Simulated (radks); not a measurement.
Spherical quantum dot in the effective-mass picture: electrons in a well V = -V0 / (1 + exp((r - R)/a)) with V0 = 2.75, R = 13.5, a = 1, all in effective atomic units (hartree* = m*/eps^2 hartree, bohr* = eps/m* bohr), one dielectric constant everywhere. Method: non-relativistic Kohn-Sham, LDA (Slater exchange, Perdew-Wang correlation), spin-polarised, spherical densities; computed with a radial shooting solver with Libxc functionals. Levels are named by radial order and angular momentum (1s, 1p, 1d, 2s, ...), and open shells are averaged over m. Each electron was tried in the lowest free levels, single moves between levels near the top were tried too, and the lowest total energy was kept; such a search can miss a lower state. The series stops at N = 26: beyond it a trial failed or the search could not be trusted, so later rows were left out. At N = 1 the Hartree and exchange-correlation terms need not cancel, so that row can carry a self-interaction error.

N	open shells	2S	E (hartree*)	mu = E(N) - E(N-1) (hartree*)	addition energy mu(N+1) - mu(N) (hartree*)	e(HOMO) (hartree*)	rms radius (bohr*)
1	1s(up 1, down 0)	1	-2.70918	-2.7092	0.1219	-2.6561	6.110
2	none	0	-5.29642	-2.5872	0.1301	-2.5356	6.831
3	1p(up 1, down 0)	1	-7.75353	-2.4571	0.09895	-2.4079	7.407
4	1p(up 2, down 0)	2	-10.1117	-2.3582	0.09950	-2.3084	7.754
5	1p(up 3, down 0)	3	-12.3703	-2.2587	0.1161	-2.2090	8.007
6	1p(up 3, down 1)	2	-14.5129	-2.1426	0.09515	-2.0951	8.216
7	1p(up 3, down 2)	1	-16.5603	-2.0474	0.09544	-1.9997	8.387
8	none	0	-18.5123	-1.9520	0.1254	-1.9043	8.533
9	1d(up 1, down 0)	1	-20.3388	-1.8265	0.09309	-1.7800	8.680
10	1d(up 2, down 0)	2	-22.0723	-1.7334	0.09289	-1.6870	8.807
11	1d(up 3, down 0)	3	-23.7128	-1.6405	0.09261	-1.5942	8.918
12	1d(up 4, down 0)	4	-25.2607	-1.5479	0.09229	-1.5017	9.018
13	1d(up 5, down 0)	5	-26.7164	-1.4556	0.1090	-1.4096	9.109
14	1d(up 5, down 1)	4	-28.0631	-1.3467	0.09017	-1.3016	9.194
15	1d(up 5, down 2)	3	-29.3196	-1.2565	0.09008	-1.2114	9.271
16	1d(up 5, down 3)	2	-30.4860	-1.1664	0.08992	-1.1214	9.344
17	1d(up 5, down 4)	1	-31.5625	-1.0765	0.08971	-1.0316	9.411
18	none	0	-32.5493	-0.98680	0.1249	-0.94202	9.475
19	1f(up 1, down 0)	1	-33.4112	-0.86188	0.08838	-0.81766	9.540
20	1f(up 2, down 0)	2	-34.1847	-0.77350	0.08820	-0.72936	9.601
21	1f(up 3, down 0)	3	-34.8700	-0.68530	0.08800	-0.64126	9.658
22	1f(up 4, down 0)	4	-35.4673	-0.59729	0.08779	-0.55336	9.713
23	1f(up 5, down 0)	5	-35.9768	-0.50950	0.08758	-0.46567	9.765
24	1f(up 6, down 0)	6	-36.3987	-0.42192	0.08737	-0.37820	9.814
25	1f(up 7, down 0)	7	-36.7332	-0.33455	0.1036	-0.29093	9.861
26	1f(up 7, down 1)	6	-36.9642	-0.23093	-	-0.18782	9.907

All shells are closed at N = 2, 8, 18 (there: 1s2 1p6 1d10); the second difference of the energy has clear peaks (12 % above both neighbours; the first and last values, which can be the largest, are not judged, and half-filled shells can peak too) at N = 5, 8, 13, 18.
